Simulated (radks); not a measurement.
Initial-state core-level shifts of neutral sulfur when its valence configuration changes from [Ne] 3s2 3p4. All-electron calculation, non-relativistic Kohn-Sham, PBE, spin-unpolarised, spherical densities, point nucleus. Program: a radial shooting solver on a logarithmic mesh with Libxc functionals. Shifts are changes of the shell-averaged eigenvalues in eV (positive: less bound); the change of the density at the nucleus, which sets a Mossbauer isomer shift, is in e/bohr^3, on a base of 2674.

valence,1s,2s,2p,density at nucleus
3s1 3p5,-1.440,-1.412,-1.399,-8.6668
3p6,-2.797,-2.753,-2.725,-17.6746
3s1.5 3p4.5,-0.731,-0.716,-0.709,-4.2886
3s0.5 3p5.5,-2.128,-2.091,-2.070,-13.1302
